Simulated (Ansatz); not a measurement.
Complex (SMILES): Cl (HCl) with Cl (HCl), atoms 1 to 2 the first; geometry from B3LYP-D3(BJ)/def2-TZVP, monomers rigid:
```xyz
4

Cl     0.8867    -0.0511     0.1397
H     -0.2309     0.0366     0.7652
Cl    -0.6491    -3.0596    -1.4835
H      0.0587    -2.0731    -1.0529
```

Interaction energy at MP2 with Ansatz (a quantum-chemistry and plane-wave program), kcal/mol, without and with the counterpoise correction (monomers among the partner's ghost functions). Cartesian d functions, on some or all atoms, in 6-31G**, 6-311G**; all else is spherical. Cores are frozen. No added dispersion term, no relativity. Reference, counterpoise-corrected: Hartree-Fock in aug-cc-pV(5+d)Z plus the correlation part extrapolated as X^-3 from aug-cc-pV(Q+d)Z and aug-cc-pV(5+d)Z, -2.29.

| basis | functions | uncorrected | counterpoise | counterpoise correction | mean of both |
|---|---|---|---|---|---|
| def2-SV(P) | 40 | -3.06 | -1.26 | 1.79 | -2.16 |
| def2-SVP | 46 | -2.99 | -1.32 | 1.68 | -2.15 |
| 6-31G** | 48 | -1.74 | -0.86 | 0.88 | -1.30 |
| 6-311G** | 66 | -1.09 | -0.50 | 0.60 | -0.80 |
| aug-pcseg-1 | 72 | -3.22 | -1.46 | 1.76 | -2.34 |
| def2-TZVPPD | 136 | -2.23 | -1.82 | 0.42 | -2.03 |
| pcseg-3 | 194 | -2.21 | -1.98 | 0.23 | -2.10 |
| pcseg-4 | 332 | -2.32 | -2.17 | 0.15 | -2.25 |

The corrected value lies nearer the reference in 1 of 8 rows.
